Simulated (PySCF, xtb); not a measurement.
GeOF, SMILES [O]=[Ge][F], multiplicity 2.

Harmonic wavenumbers (cm⁻¹) from GFN2-xTB (xtb) at its own minimum, in rising order: 182, 361, 815.

**Question.** What does PBE-D3(BJ)/def2-TZVP (PySCF 2.14.0) give at its own minimum? (Estimate from the structure and the level; the computed values follow.)

**Answer.** 193, 622, 805. Paired by order, the mean absolute difference is 94 cm⁻¹ and the zero-point energies are 1.9 and 2.3 kcal/mol.
